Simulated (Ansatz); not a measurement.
Relaxation of ClGaH$_{3}$NO (7 atoms, charge 0, multiplicity 1), to a largest force component of 0.03 eV/Å in at most 50 steps.

Computed with RHF/def2-SVP (Ansatz).

```xyz
7
Properties=species:S:1:pos:R:3:forces:R:3
Ga -0.997 0.494 1.528 0.16 -0.08 -0.31
N 0.635 -0.273 -1.133 -0.21 0.07 0.55
O 0.108 -0.648 1.927 -0.04 0.03 0.07
H 0.832 -0.692 -0.229 0.07 0.01 -0.33
Cl -2.459 1.953 1.150 0.00 0.00 0.00
H 0.408 -1.008 -1.779 0.00 -0.02 0.00
H 1.473 0.174 -1.464 0.01 0.00 0.01
```

Question: Where does it end, and by what steps?

Answer: The run converged. After 9 steps the energy has fallen by 0.758 eV; Cl5 moved furthest, 0.95 Å. Joined: Ga1–N2.

```json
{"step": "0", "energy less start (eV)": "0.0000", "largest force component (eV/Å)": "0.551", "accepted": "yes"}
{"step": "1", "energy less start (eV)": "-0.1286", "largest force component (eV/Å)": "1.130", "accepted": "yes"}
{"step": "2", "energy less start (eV)": "-0.3201", "largest force component (eV/Å)": "1.191", "accepted": "yes"}
{"step": "3", "energy less start (eV)": "-0.5475", "largest force component (eV/Å)": "1.045", "accepted": "yes"}
{"step": "4", "energy less start (eV)": "-0.5794", "largest force component (eV/Å)": "1.636", "accepted": "yes"}
{"step": "5", "energy less start (eV)": "-0.7029", "largest force component (eV/Å)": "0.746", "accepted": "yes"}
{"step": "6", "energy less start (eV)": "-0.7519", "largest force component (eV/Å)": "0.222", "accepted": "yes"}
{"step": "7", "energy less start (eV)": "-0.6620", "largest force component (eV/Å)": "1.059", "accepted": "no"}
{"step": "8", "energy less start (eV)": "-0.7574", "largest force component (eV/Å)": "0.045", "accepted": "yes"}
{"step": "9", "energy less start (eV)": "-0.7577", "largest force component (eV/Å)": "0.026", "accepted": "yes"}
```

```xyz
7
Properties=species:S:1:pos:R:3
Ga -0.562 0.207 1.100
N 0.455 -0.217 -0.728
O 0.112 -0.738 2.273
H 1.136 -0.913 -0.460
Cl -1.949 1.692 0.392
H -0.132 -0.603 -1.451
H 0.941 0.572 -1.127
```

The run took 9.9 s on 2 threads of Intel(R) Xeon(R) 6975P-C (Granite Rapids), on a shared host, peak memory 0.21 GiB.
